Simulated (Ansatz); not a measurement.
Mulliken charges of GeH5NOSi (`[NH2][Ge][O][SiH3]`) from r2SCAN/def2-TZVPP in Ansatz (PBE0-D4/def2-TZVP geometry).

```
atom   x (Å)   y (Å)   z (Å)  charge (e)
  N1   0.270   1.330  -2.013      -0.432
 Ge2   0.955   1.237  -0.339       0.425
  O3  -0.068  -0.169   0.142      -0.509
 Si4  -0.250  -1.072   1.491       0.460
  H5   0.558   2.010  -2.697       0.158
  H6  -0.441   0.697  -2.348       0.173
  H7  -1.654  -0.983   1.973      -0.093
  H8   0.064  -2.494   1.194      -0.093
  H9   0.655  -0.604   2.580      -0.087
```

Question: By hand: the dipole of these point charges (1 e Å = 4.8032 D).

Answer: Σ q r = (0.312, 0.358, -0.012) e Å, of length 0.475 e Å = 2.28 D.

Question: How does the dipole of the full density compare? (Best estimate.)

Answer: Computed: (0.028, 0.208, -0.342) e Å, 1.93 D; the point charges give 1.18 times that, at 63° from its direction.

Point charges leave out the atoms' own dipoles, such as those of lone pairs, and Mulliken's split depends on the basis, so the two needn't agree.
